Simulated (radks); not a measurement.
Values are calculated unless marked as measured or tabulated.
Isoelectronic series with 3 electrons, each ion in its NIST ground configuration. Code: a radial shooting solver on a logarithmic mesh with Libxc functionals. Model: Dirac Kohn-Sham, PBE, spin-unpolarised, spherical densities, finite nucleus; Fermi nuclear charge, rms radius of each element as measured or else 0.836 A^(1/3) + 0.57 fm. Total energies (hartree) and mean radii <r> (bohr):

ion    configuration  E (hartree)    2s1/2    1s1/2
Li          [He] 2s1     -7.45220    3.907   0.5819
C3+         [He] 2s1    -34.70685    1.282   0.2693
F6+         [He] 2s1    -82.27396   0.7775   0.1749
Mg9+        [He] 2s1   -150.22008   0.5584   0.1294
P12+        [He] 2s1   -238.64754   0.4354   0.1026
Ar15+       [He] 2s1   -347.69066   0.3565  0.08495
Sc18+       [He] 2s1   -477.51659   0.3016  0.07240
Cr21+       [He] 2s1   -628.32633   0.2611  0.06303
Co24+       [He] 2s1   -800.35623   0.2300  0.05576
Zn27+       [He] 2s1   -993.88002   0.2053  0.04994
As30+       [He] 2s1  -1209.21064   0.1852  0.04519
Kr33+       [He] 2s1  -1446.70400   0.1685  0.04122
Mo39+       [He] 2s1  -1989.82681   0.1423  0.03496
Rh42+       [He] 2s1  -2296.40718   0.1318  0.03244
Cd45+       [He] 2s1  -2627.05780   0.1227  0.03023
Sb48+       [He] 2s1  -2982.40319   0.1145  0.02827
Xe51+       [He] 2s1  -3363.12927   0.1073  0.02652
La54+       [He] 2s1   -3770.0085   0.1008  0.02494
Nd57+       [He] 2s1   -4203.8924  0.09490  0.02351
